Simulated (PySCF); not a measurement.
CrO2F2, SMILES [F][Cr]([F])(=[O])=[O], multiplicity 1.

Geometry: PBE-D3(BJ)/def2-SVP. The multiplicity is an assumed one; other spin states were not compared. The isomer is the one that the SMILES or the coordinates give; other isomers of the formula were not compared.

Level of theory: PBE-D3(BJ)/def2-SVP in PySCF.

Frequencies are harmonic and unscaled.

Computed vibrational spectrum:
```json
[
 {"mode": "1", "ν (cm⁻¹)": "221", "IR (km/mol)": "4.0", "moving atoms (share of kinetic energy)": "F 83 %, Cr 10 %"},
 {"mode": "2", "ν (cm⁻¹)": "284", "IR (km/mol)": "0.0", "moving atoms (share of kinetic energy)": "O 59 %, F 41 %"},
 {"mode": "3", "ν (cm⁻¹)": "298", "IR (km/mol)": "5.9", "moving atoms (share of kinetic energy)": "F 41 %, O 33 %, Cr 26 %"},
 {"mode": "4", "ν (cm⁻¹)": "323", "IR (km/mol)": "8.2", "moving atoms (share of kinetic energy)": "O 51 %, F 29 %, Cr 20 %"},
 {"mode": "5", "ν (cm⁻¹)": "419", "IR (km/mol)": "0.4", "moving atoms (share of kinetic energy)": "O 81 %, Cr 11 %, F 9 %"},
 {"mode": "6", "ν (cm⁻¹)": "736", "IR (km/mol)": "47.0", "moving atoms (share of kinetic energy)": "F 77 %, Cr 14 %, O 8 %"},
 {"mode": "7", "ν (cm⁻¹)": "797", "IR (km/mol)": "116.1", "moving atoms (share of kinetic energy)": "F 62 %, Cr 37 %"},
 {"mode": "8", "ν (cm⁻¹)": "1087", "IR (km/mol)": "67.1", "moving atoms (share of kinetic energy)": "O 77 %, Cr 22 %"},
 {"mode": "9", "ν (cm⁻¹)": "1105", "IR (km/mol)": "126.6", "moving atoms (share of kinetic energy)": "O 69 %, Cr 31 %"}
]
```
